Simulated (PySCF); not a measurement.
C2H8ClNOSi (SMILES CCO[SiH](N)Cl), singlet, at a GFN2-xTB geometry; HF/6-31G, polarisability by finite fields in PySCF.

PySCF was given this input:
```python
from pyscf import gto, scf

mol = gto.M(
    atom='''
Si    0.87631423   -0.42455561    0.03058132
N     1.41747602   -0.49392247    1.65365929
Cl    1.23170912    1.43631587   -0.66289810
O    -0.70283168   -0.70932225    0.19232480
C    -1.76089591   -0.46150105   -0.69494924
C    -3.05717309   -0.32857767    0.08870961
H     1.48327713   -1.34374716   -0.93149176
H     2.38732913   -0.32871458    1.85843551
H     1.03685384   -1.20116160    2.25872379
H    -1.56521880    0.45579893   -1.26232471
H    -1.82735289   -1.29545184   -1.40465594
H    -3.24754260   -1.23996776    0.64941666
H    -2.98172415    0.49968603    0.78818502
H    -3.88434054   -0.14752571   -0.59193472
''',
    basis='6-31g',
    verbose=4,
)

mf = scf.RHF(mol)
mf.conv_tol = 1e-11
mf.kernel()
h0, z, done = mf.get_hcore(), mol.intor('int1e_r')[2], []
def energy(F):
    f = mf.copy()
    f.scf_summary = {}
    f.get_hcore = lambda *a: h0 + F * z
    e = f.kernel(mf.make_rdm1())
    done.append(f.converged)
    return e
F = 0.005
alpha = -(energy(F) + energy(-F) - 2 * mf.e_tot) / F**2
print('alpha_zz =', alpha)
```

What the program printed (banner, timings and long lists left out):

```
PySCF version 2.14.0

[INPUT] verbose = 4
[INPUT] num. atoms = 14
[INPUT] num. electrons = 66
[INPUT] charge = 0
[INPUT] spin (= nelec alpha-beta = 2S) = 0
[INPUT] symmetry False subgroup None
[INPUT] Mole.unit = angstrom
[INPUT] Symbol           X                Y                Z      unit          X                Y                Z       unit  Magmom
[INPUT]  1 Si     0.876314230000  -0.424555610000   0.030581320000 AA    1.655993893759  -0.802293827548   0.057790319328 Bohr   0.0
[INPUT]  2 N      1.417476020000  -0.493922470000   1.653659290000 AA    2.678641465939  -0.933378195069   3.124963161443 Bohr   0.0
[INPUT]  3 Cl     1.231709120000   1.436315870000  -0.662898100000 AA    2.327592901929   2.714243622666  -1.252695857495 Bohr   0.0
[INPUT]  4 O     -0.702831680000  -0.709322250000   0.192324800000 AA   -1.328159386868  -1.340424786560   0.363441198962 Bohr   0.0
[INPUT]  5 C     -1.760895910000  -0.461501050000  -0.694949240000 AA   -3.327611003767  -0.872110590699  -1.313263734075 Bohr   0.0
[INPUT]  6 C     -3.057173090000  -0.328577670000   0.088709610000 AA   -5.777219855490  -0.620921806948   0.167636867517 Bohr   0.0
[INPUT]  7 H      1.483277130000  -1.343747160000  -0.931491760000 AA    2.802987542531  -2.539314113062  -1.760264313689 Bohr   0.0
[INPUT]  8 H      2.387329130000  -0.328714580000   1.858435510000 AA    4.511398224896  -0.621180529351   3.511934134066 Bohr   0.0
[INPUT]  9 H      1.036853840000  -1.201161600000   2.258723790000 AA    1.959369788804  -2.269866455344   4.268369354140 Bohr   0.0
[INPUT] 10 H     -1.565218800000   0.455798930000  -1.262324710000 AA   -2.957834857020   0.861335145570  -2.385447982171 Bohr   0.0
[INPUT] 11 H     -1.827352890000  -1.295451840000  -1.404655940000 AA   -3.453196495032  -2.448049185164  -2.654415025843 Bohr   0.0
[INPUT] 12 H     -3.247542600000  -1.239967760000   0.649416660000 AA   -6.136966091858  -2.343199469690   1.227219628130 Bohr   0.0
[INPUT] 13 H     -2.981724150000   0.499686030000   0.788185020000 AA   -5.634642022502   0.944269744971   1.489453823285 Bohr   0.0
[INPUT] 14 H     -3.884340540000  -0.147525710000  -0.591934720000 AA   -7.340339795145  -0.278783188232  -1.118594504421 Bohr   0.0

nuclear repulsion = 388.025796529437
number of shells = 50
number of NR pGTOs = 212
number of NR cGTOs = 78
basis = 6-31g
ecp = {}

******** <class 'pyscf.scf.hf.RHF'> ********
method = RHF
initial guess = minao
damping factor = 0
level_shift factor = 0
DIIS = <class 'pyscf.scf.diis.CDIIS'>
diis_start_cycle = 1
diis_space = 8
diis_damp = 0
SCF conv_tol = 1e-11
SCF conv_tol_grad = None
SCF max_cycles = 50
direct_scf = True
direct_scf_tol = 1e-13
Set gradient conv threshold to 3.16228e-06
Initial guess from minao.
init E= -959.079897224107
  HOMO = -0.298614206004127  LUMO = 0.111547139842252  gap/eV = 11.16106
cycle= 1 E= -957.953617553225  delta_E= 1.13  |g|= 0.552  |ddm|= 3.25
  HOMO = -0.404864657133615  LUMO = 0.145847709299759  gap/eV = 14.98565
cycle= 2 E= -958.02272617965  delta_E= -0.0691  |g|= 0.289  |ddm|= 0.836
  HOMO = -0.421105624358072  LUMO = 0.153209003522147  gap/eV = 15.62790
cycle= 3 E= -958.038867683524  delta_E= -0.0161  |g|= 0.0554  |ddm|= 0.264
  HOMO = -0.41454195669046  LUMO = 0.161013159613682  gap/eV = 15.66165
cycle= 4 E= -958.03970650014  delta_E= -0.000839  |g|= 0.0117  |ddm|= 0.0741
  HOMO = -0.413919220965036  LUMO = 0.160469996936666  gap/eV = 15.62993
cycle= 5 E= -958.039756086691  delta_E= -4.96e-05  |g|= 0.00268  |ddm|= 0.0211
  HOMO = -0.41476900182538  LUMO = 0.160125510876362  gap/eV = 15.64368
cycle= 6 E= -958.039759524776  delta_E= -3.44e-06  |g|= 0.000884  |ddm|= 0.00601
  HOMO = -0.414536876479785  LUMO = 0.160205773161755  gap/eV = 15.63954
cycle= 7 E= -958.0397599388  delta_E= -4.14e-07  |g|= 0.000291  |ddm|= 0.00208
  HOMO = -0.414592490445249  LUMO = 0.160222654206852  gap/eV = 15.64152
cycle= 8 E= -958.03975999662  delta_E= -5.78e-08  |g|= 7.96e-05  |ddm|= 0.000852
  HOMO = -0.414588100048953  LUMO = 0.160220758228958  gap/eV = 15.64135
cycle= 9 E= -958.039760001323  delta_E= -4.7e-09  |g|= 1.72e-05  |ddm|= 0.000269
  HOMO = -0.414589745641397  LUMO = 0.160219819874149  gap/eV = 15.64136
cycle= 10 E= -958.039760001501  delta_E= -1.78e-10  |g|= 5.03e-06  |ddm|= 4.89e-05
  HOMO = -0.414589773390385  LUMO = 0.160220071257206  gap/eV = 15.64137
cycle= 11 E= -958.039760001518  delta_E= -1.64e-11  |g|= 1.41e-06  |ddm|= 1.5e-05
  HOMO = -0.414590203130841  LUMO = 0.160219806487009  gap/eV = 15.64138
cycle= 12 E= -958.039760001527  delta_E= -9.78e-12  |g|= 2.83e-07  |ddm|= 5.05e-06
  HOMO = -0.414590195065557  LUMO = 0.160219826244243  gap/eV = 15.64138
Extra cycle  E= -958.039760001521  delta_E= 6.37e-12  |g|= 1.35e-07  |ddm|= 6.3e-07
converged SCF energy = -958.039760001521

******** <class 'pyscf.scf.hf.RHF'> ********
method = RHF
initial guess = minao
damping factor = 0
level_shift factor = 0
DIIS = <class 'pyscf.scf.diis.CDIIS'>
diis_start_cycle = 1
diis_space = 8
diis_damp = 0
SCF conv_tol = 1e-11
SCF conv_tol_grad = None
SCF max_cycles = 50
direct_scf = True
direct_scf_tol = 1e-13
Overwritten attributes  get_hcore  of <class 'pyscf.scf.hf.RHF'>
Set gradient conv threshold to 3.16228e-06
init E= -958.039299141106
  HOMO = -0.402173766017758  LUMO = 0.159502400103701  gap/eV = 15.28399
cycle= 1 E= -958.039877075812  delta_E= -0.000578  |g|= 0.00867  |ddm|= 0.101
  HOMO = -0.40608532060167  LUMO = 0.159873450772066  gap/eV = 15.40052
cycle= 2 E= -958.039911701105  delta_E= -3.46e-05  |g|= 0.00407  |ddm|= 0.0196
  HOMO = -0.405414700264711  LUMO = 0.160075569156638  gap/eV = 15.38777
cycle= 3 E= -958.039916977808  delta_E= -5.28e-06  |g|= 0.00163  |ddm|= 0.00591
  HOMO = -0.405741691295542  LUMO = 0.160082759283002  gap/eV = 15.39687
cycle= 4 E= -958.039918309862  delta_E= -1.33e-06  |g|= 0.000259  |ddm|= 0.00417
  HOMO = -0.405769680847642  LUMO = 0.160082586407032  gap/eV = 15.39762
cycle= 5 E= -958.039918340798  delta_E= -3.09e-08  |g|= 0.00011  |ddm|= 0.000498
  HOMO = -0.405736511315555  LUMO = 0.160084794472974  gap/eV = 15.39678
cycle= 6 E= -958.039918346021  delta_E= -5.22e-09  |g|= 2.66e-05  |ddm|= 0.000215
  HOMO = -0.40574058958291  LUMO = 0.160084938347273  gap/eV = 15.39690
cycle= 7 E= -958.039918346411  delta_E= -3.9e-10  |g|= 8.3e-06  |ddm|= 6.15e-05
  HOMO = -0.405740115652776  LUMO = 0.160084982932833  gap/eV = 15.39689
cycle= 8 E= -958.039918346464  delta_E= -5.23e-11  |g|= 1.96e-06  |ddm|= 2.58e-05
  HOMO = -0.40574011020432  LUMO = 0.160084903587963  gap/eV = 15.39688
cycle= 9 E= -958.03991834646  delta_E= 3.64e-12  |g|= 4.15e-07  |ddm|= 7.44e-06
  HOMO = -0.405740043690314  LUMO = 0.160084928943799  gap/eV = 15.39688
Extra cycle  E= -958.039918346469  delta_E= -8.87e-12  |g|= 1.79e-07  |ddm|= 8.62e-07
converged SCF energy = -958.039918346469

******** <class 'pyscf.scf.hf.RHF'> ********
method = RHF
initial guess = minao
damping factor = 0
level_shift factor = 0
DIIS = <class 'pyscf.scf.diis.CDIIS'>
diis_start_cycle = 1
diis_space = 8
diis_damp = 0
SCF conv_tol = 1e-11
SCF conv_tol_grad = None
SCF max_cycles = 50
direct_scf = True
direct_scf_tol = 1e-13
Set gradient conv threshold to 3.16228e-06
init E= -958.040220861943
  HOMO = -0.425004220161056  LUMO = 0.158298886458221  gap/eV = 15.87249
cycle= 1 E= -958.040796992241  delta_E= -0.000576  |g|= 0.00852  |ddm|=  0.1
  HOMO = -0.422281376253019  LUMO = 0.158832580081347  gap/eV = 15.81292
cycle= 2 E= -958.04083124441  delta_E= -3.43e-05  |g|= 0.00397  |ddm|= 0.0197
  HOMO = -0.422871312231845  LUMO = 0.158696694975534  gap/eV = 15.82527
cycle= 3 E= -958.04083633039  delta_E= -5.09e-06  |g|= 0.00161  |ddm|= 0.00582
  HOMO = -0.422626348196567  LUMO = 0.15875989340197  gap/eV = 15.82033
cycle= 4 E= -958.040837608249  delta_E= -1.28e-06  |g|= 0.00025  |ddm|= 0.00408
  HOMO = -0.422605422128874  LUMO = 0.158763015464442  gap/eV = 15.81984
cycle= 5 E= -958.040837635768  delta_E= -2.75e-08  |g|= 0.000105  |ddm|= 0.000465
  HOMO = -0.422632487728205  LUMO = 0.158758093681326  gap/eV = 15.82044
cycle= 6 E= -958.040837640162  delta_E= -4.39e-09  |g|= 2.38e-05  |ddm|= 0.000191
  HOMO = -0.422629492173372  LUMO = 0.158758771669078  gap/eV = 15.82038
cycle= 7 E= -958.040837640445  delta_E= -2.83e-10  |g|= 7.25e-06  |ddm|= 4.97e-05
  HOMO = -0.422629934337579  LUMO = 0.1587588735217  gap/eV = 15.82040
cycle= 8 E= -958.040837640487  delta_E= -4.21e-11  |g|= 1.67e-06  |ddm|= 2.09e-05
  HOMO = -0.422629930497326  LUMO = 0.158758939377697  gap/eV = 15.82040
cycle= 9 E= -958.040837640481  delta_E= 6.59e-12  |g|= 3.6e-07  |ddm|= 6.05e-06
  HOMO = -0.422629974869898  LUMO = 0.1587589202922  gap/eV = 15.82040
Extra cycle  E= -958.040837640482  delta_E= -1.36e-12  |g|= 1.56e-07  |ddm|= 7.32e-07
converged SCF energy = -958.040837640482
alpha_zz = 49.439356344009866
```
